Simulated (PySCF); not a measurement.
A structure optimised at B3LYP-D3(BJ)/def2-SVP, used in a PySCF frequency run:

```xyz
12

Si     0.4795     0.0857    -0.2549
C      1.8895    -0.2322     0.9063
F      0.1224     1.6787    -0.2512
O     -0.8310    -0.7610     0.2890
C     -2.0845    -0.8422    -0.3543
H      0.7611    -0.2564    -1.6754
H      2.1693    -1.2975     0.8944
H      2.7728     0.3620     0.6241
H      1.6038     0.0367     1.9355
H     -2.6343     0.1132    -0.2884
H     -2.6851    -1.6220     0.1387
H     -1.9839    -1.1096    -1.4231
```

Q: Write its SMILES and formula.

A: CO[SiH](C)F, C₂H₇FOSi

Q: What are its rotational constants (standard atomic weights)?

A: 6.0004, 2.8277, 2.1301 GHz
